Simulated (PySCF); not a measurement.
H$_{4}$Sn, SMILES `[SnH4]` (charge 0, multiplicity 1)

The numbers are results of PBE-D3(BJ)/def2-TZVP in PySCF, not measurements.

The HOMO is -7.92 eV and the dipole moment comes out as 0.00 D. The LUMO is -0.40 eV. The HOMO–LUMO gap is 7.52 eV and the total energy is -5895.35 eV. The cost is about 17 core-seconds (a rough figure).

Bonds (Å): Sn1–H2 1.716, Sn1–H3 1.716, Sn1–H4 1.716, Sn1–H5 1.716. Bond angles (°): H2–Sn1–H3 109.5, H2–Sn1–H4 109.5, H2–Sn1–H5 109.5, H3–Sn1–H4 109.5, H3–Sn1–H5 109.5, H4–Sn1–H5 109.5.
